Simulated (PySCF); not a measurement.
FeO₃, multiplicity 1. Atoms are numbered in the order given.

```xyz
4

Fe     0.0000     0.0000     0.0000
O      1.5545     0.0000     0.0000
O     -0.7772     1.3462     0.0000
O     -0.7772    -1.3462     0.0000
```
Charge 0, spin multiplicity 1.

Coordinates come from a r2SCAN-D4/def2-SVP optimisation. The multiplicity is an assumed one; other spin states were not compared.

The numbers are results of PySCF with PBE/def2-TZVPD, not measurements.

Symmetry labels are those of the subgroup C2v that the program uses (full group D3h).

List the valence orbital energies around the gap with their symmetry. (Estimate from the structure and the level; the computed values follow.)


```
orbital  symmetry  energy (eV)
-------  --------  -----------
HOMO−7         A1       -11.57
HOMO−6         B2       -11.56
HOMO−5         A2       -11.56
HOMO−4         B2        -9.89
HOMO−3         B1        -9.59
HOMO−2         A1        -9.59
HOMO−1         B1        -8.58
HOMO           A1        -7.65
LUMO           B2        -6.61
LUMO+1         A2        -6.61
LUMO+2         A1        -4.47
LUMO+3         B1        -4.47
```
